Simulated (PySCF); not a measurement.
M06-L single point of singlet GeH4 at its PBE0 minimum.

An equivalent PySCF input for this run (the driver started from the density of an earlier step):

```python
from pyscf import gto, scf, dft
mol = gto.M(atom='''
Ge    -0.000000     0.000000     0.000000
H      1.252840    -0.000028     0.885892
H     -1.252840    -0.000000     0.885892
H      0.000014     1.252854    -0.885872
H     -0.000014    -1.252826    -0.885911''',
    basis={'Ge': 'def2-TZVP', 'H': 'def2-TZVP'},
    charge=0, spin=0)
mf = dft.RKS(mol, xc='M06L')
mf.grids.atom_grid = (90, 434)
aux = {'Ge': 'def2-universal-JKFIT', 'H': 'def2-universal-JKFIT'}
mf = mf.density_fit(auxbasis=aux)
mf.conv_tol = 1e-08
mf.diis_space = 10
mf.max_cycle = 60
mf.verbose = 4
mf.kernel()
```

SCF log (excerpt):

```
init E= -2079.33421935142
  HOMO = -0.320053003746731  LUMO = 0.0360444442444914  gap/eV = 9.68991
cycle= 1 E= -2079.33646658584  delta_E= -0.00225  |g|= 0.0782  |ddm|= 0.175
  HOMO = -0.317855672031116  LUMO = 0.0383735045369358  gap/eV = 9.69349
cycle= 2 E= -2079.33656748808  delta_E= -0.000101  |g|= 0.078  |ddm|= 0.0672
  HOMO = -0.317187272493664  LUMO = 0.0385854517626232  gap/eV = 9.68107
cycle= 3 E= -2079.33693308708  delta_E= -0.000366  |g|= 0.0078  |ddm|= 0.0276
  HOMO = -0.316461444862775  LUMO = 0.0391529471508969  gap/eV = 9.67676
cycle= 4 E= -2079.33694396138  delta_E= -1.09e-05  |g|= 0.00118  |ddm|= 0.00778
  HOMO = -0.316544897951975  LUMO = 0.0391494713673959  gap/eV = 9.67894
cycle= 5 E= -2079.33694439919  delta_E= -4.38e-07  |g|= 0.000111  |ddm|= 0.0018
  HOMO = -0.316477921352509  LUMO = 0.0391995439265207  gap/eV = 9.67848
cycle= 6 E= -2079.33694440283  delta_E= -3.64e-09  |g|= 7.58e-06  |ddm|= 0.000189
  HOMO = -0.316480236035494  LUMO = 0.039197548815733  gap/eV = 9.67849
Extra cycle  E= -2079.33694440283  delta_E= 2.27e-12  |g|= 7.71e-06  |ddm|= 8.56e-06
converged SCF energy = -2079.33694440283
```

This run, together with those of the ionised and electron-attached species (not shown), took 6.4 s on 2 threads of a shared Arm Neoverse V2 host, with 72 basis functions; the process peaked at 0.92 GiB. Launch command: `OMP_NUM_THREADS=2 python axn.py task.json out`.
